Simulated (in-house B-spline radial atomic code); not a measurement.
Configurations of the erbium ion Er⁶⁺, with energies counted from [Kr] 4d10 4f10 5s2 5p4. Level of theory: Dirac-Hartree-Fock, average of configuration, Fermi nucleus of rms radius 5.2516 fm; calculated with an all-electron radial atomic-structure program (B-spline basis). Energies include first-order Breit, QED and recoil terms.

Occupations are held fixed; configurations that lie above the ionisation limit could autoionise.

```csv
configuration,E - E(ref) (eV),highest orbital,its <r> (bohr)
[Kr] 4d10 4f9 5s2 5p4 6s1,39.196,6s1/2,2.419
[Kr] 4d10 4f9 5s2 5p4 6d1,61.228,6d5/2,3.365
[Kr] 4d10 4f9 5s2 5p4 9s1,83.678,9s1/2,8.715
[Kr] 4d10 4f9 5s2 5p4 8g1,89.599,8g7/2,12.07
[Kr] 4d10 4f10 5s2 5p3 7g1,95.9,7g7/2,8.909
[Kr] 4d9 4f11 5s2 5p4,175.4,4f7/2,0.6971
```

**Question.** Order these further configurations by energy, lowest first.
A. [Kr] 4d10 4f9 5s2 5p4 6g1
B. [Kr] 4d10 4f10 5s2 5p3 6s1
C. [Kr] 4d10 4f9 5s2 5p4 8s1
D. [Kr] 4d10 4f10 5s2 5p3 8s1
E. [Kr] 4d10 4f9 5s2 5p4 7g1

**Answer.** B (49.354 eV), C (76.903 eV), A (81.405 eV), E (86.368 eV), D (86.552 eV).

**Question.** How far above the reference does [Kr] 4d9 4f10 5s2 5p4 6s1 lie?

**Answer.** 215.06 eV; its least bound orbital is 6s1/2 with <r> = 2.417 bohr.

**Question.** How far above the reference does [Kr] 4d10 4f9 5s2 5p4 9g1 lie?

**Answer.** 91.816 eV; its least bound orbital is 9g7/2 with <r> = 15.69 bohr.
